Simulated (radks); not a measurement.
Q: Au IX, configuration [Xe] 4f14 5d3. All-electron calculation, scalar-relativistic Kohn-Sham, r2SCAN, spin-polarised, spherical densities, finite nucleus; open shells are filled with parallel spins first (spin-orbit coupling, left out, can overturn this in heavy ions); meta-GGA in the generalised Kohn-Sham scheme; Fermi nuclear charge, rms radius 5.4371 fm. Program: a radial shooting solver on a logarithmic mesh with Libxc functionals. Some entries of the table are withheld. Estimate them.

| orbital | occ. | eigenvalue (eV) | <r> (bohr) |
|---|---|---|---|
| 1s down | 1 | -80974.89 | 0.01687 |
| 1s up | 1 | -80974.88 | 0.01687 |
| 2s up | 1 | -14424.53 | 0.07112 |
| 2s down | 1 | -14424.01 | 0.07112 |
| 2p up | 3 | -12487.53 | 0.06425 |
| 2p down | 3 | -12487.12 | 0.06424 |
| 3s up | 1 | -3515.070 | 0.1837 |
| 3s down | 1 | -3514.998 | 0.1836 |
| 3p up | 3 | -2950.720 | 0.1850 |
| 3p down | 3 | -2950.606 | 0.1850 |
| 3d up | 5 | -2346.347 | 0.1677 |
| 3d down | 5 | -2346.030 | 0.1677 |
| 4s up | 1 | -870.9329 | 0.4068 |
| 4s down | 1 | -870.5178 | 0.4069 |
| 4p up | 3 | -684.9727 | 0.4330 |
| 4p down | 3 | -684.6125 | 0.4330 |
| 4d up | 5 | -460.4552 | 0.4577 |
| 4d down | 5 | -460.0107 | 0.4576 |
| 5s up | 1 | -237.0480 | 0.9088 |
| 5s down | 1 | -234.2019 | 0.9032 |
| 4f up | 7 | -211.4661 | 0.4949 |
| 4f down | 7 | -210.8074 | 0.4930 |
| 5p up | 3 | (1) | 1.019 |
| 5p down | 3 | (2) | 1.011 |
| 5d up | 3 | -122.3466 | 1.228 |
| 5d down | 0 | -117.7767 | 1.220 |
| 6s up | 0 | -95.7143 | 1.831 |
| 6s down | 0 | -91.2104 | 1.861 |
| 6p up | 0 | -79.0003 | 2.082 |
| 6p down | 0 | -75.2149 | 2.142 |

A: 
(1) 5p up eigenvalue (eV): -185.2967
(2) 5p down eigenvalue (eV): -181.7055
